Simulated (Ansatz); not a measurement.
Ansatz (a first-principles code) input:
A basis named .json is the Basis Set Exchange file of that set.

Ansatz 0.2 input:
```yaml
crystal:
  periodic: [false, false, false]
  atoms:
    - {symbol: C, position_ang: [-1.94266217, 0.60787396, -0.02670767]}
    - {symbol: Si, position_ang: [-0.96658638, -0.82877588, -0.22816383]}
    - {symbol: O, position_ang: [0.74800637, -0.65802076, -0.07024776]}
    - {symbol: Si, position_ang: [1.46573603, 0.76264575, 0.25213245]}
    - {symbol: H, position_ang: [-2.28370253, 0.94871900, 0.94626801]}
    - {symbol: H, position_ang: [-2.15254710, 1.28913041, -0.84585571]}
    - {symbol: H, position_ang: [-1.04385727, -1.46070578, -1.58848337]}
    - {symbol: H, position_ang: [-1.21737843, -1.91107664, 0.78253090]}
    - {symbol: H, position_ang: [1.30794828, 1.82203366, -0.78185826]}
    - {symbol: H, position_ang: [2.93739683, 0.47898349, 0.30595375]}
    - {symbol: H, position_ang: [1.13596720, 1.37566005, 1.56811213]}
basis:
  gaussian:
    orbitals: aug-cc-pV_T+d_Z.json
total_charge: -1
magnetization: {spin_polarized: false}
correlation: {method: ccsd_t, electrons: outside_noble_gas}
```

### Question
Predict the final energy.

### Answer
-695.58136 Eh (CCSD(T)/aug-cc-pV(T+d)Z). The basis has 363 functions.

It need not be the lowest isomer of its formula. Whether it binds its extra electron was not tested at this geometry.
